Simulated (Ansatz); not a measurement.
Complex (SMILES): N (NH3) with F (HF), atoms 1 to 4 the first; geometry from B3LYP-D3(BJ)/def2-TZVP, monomers rigid:
```xyz
6

N     -0.5698    -0.2403    -0.1194
H     -0.4344     0.5969    -0.6751
H     -0.4917     0.0187     0.8578
H      0.1864    -0.8813    -0.3329
F     -2.9138    -1.3411    -0.6221
H     -2.0588    -0.9396    -0.4388
```

Basis-set convergence of the uncorrected interaction energy at MP2 with Ansatz (an electronic-structure program). Cartesian d functions, on some or all atoms, in 6-31G*, 6-31+G*; all else is spherical. Cores are frozen. No added dispersion term, no relativity. Functions are those of the species that has most. Reference: the counterpoise-corrected one, Hartree-Fock in aug-cc-pVQZ plus the correlation part extrapolated as X^-3 from aug-cc-pVTZ and aug-cc-pVQZ, -13.84 kcal/mol, itself unsure by roughly 0.08 kcal/mol (a third of the extrapolation step and of the last Hartree-Fock step, counterpoise-corrected). Deviations are taken from unrounded values.

```
basis        functions  uncorrected interaction energy (kcal/mol)
-----------  ---------  -----------------------------------------
6-31G*              38                                     -14.93
6-31+G*             46                                     -15.51
cc-pVDZ             48                                     -15.55
aug-cc-pVDZ         82                                     -14.02
def2-SVP            48                                     -16.04
def2-SVPD           75                                     -15.07
pcseg-1             48                                     -15.46
aug-pcseg-1         82                                     -14.40
6-311G**            60                                     -15.77
6-311+G**           68                                     -14.54
def2-TZVP           86                                     -14.36
def2-TZVPD         113                                     -13.84
cc-pVTZ            116                                     -14.69
aug-cc-pVTZ        184                                     -13.98
pcseg-2            116                                     -14.07
aug-pcseg-2        184                                     -14.14
def2-TZVPP         118                                     -14.05
def2-TZVPPD        145                                     -13.89
cc-pVQZ            230                                     -14.25
aug-cc-pVQZ        344                                     -14.05
def2-QZVPP         234                                     -13.93
def2-QZVPPD        261                                     -13.83
pcseg-3            252                                     -14.09
aug-pcseg-3        366                                     -14.26
```

What the diffuse functions change, pair by pair:
- 6-31G* to 6-31+G*: 8 more functions, deviation -1.08 to -1.67 kcal/mol
- cc-pVDZ to aug-cc-pVDZ: 34 more functions, deviation -1.71 to -0.18 kcal/mol
- def2-SVP to def2-SVPD: 27 more functions, deviation -2.20 to -1.23 kcal/mol
- pcseg-1 to aug-pcseg-1: 34 more functions, deviation -1.61 to -0.56 kcal/mol
- 6-311G** to 6-311+G**: 8 more functions, deviation -1.93 to -0.70 kcal/mol
- def2-TZVP to def2-TZVPD: 27 more functions, deviation -0.52 to 0.01 kcal/mol
- cc-pVTZ to aug-cc-pVTZ: 68 more functions, deviation -0.85 to -0.13 kcal/mol
- pcseg-2 to aug-pcseg-2: 68 more functions, deviation -0.23 to -0.29 kcal/mol
- def2-TZVPP to def2-TZVPPD: 27 more functions, deviation -0.21 to -0.05 kcal/mol
- cc-pVQZ to aug-cc-pVQZ: 114 more functions, deviation -0.41 to -0.21 kcal/mol
- def2-QZVPP to def2-QZVPPD: 27 more functions, deviation -0.09 to 0.02 kcal/mol
- pcseg-3 to aug-pcseg-3: 114 more functions, deviation -0.24 to -0.41 kcal/mol

Leaving out the reference's own pair, they bring the value nearer the reference by more than 0.08 kcal/mol in 7 of 11 pairs.
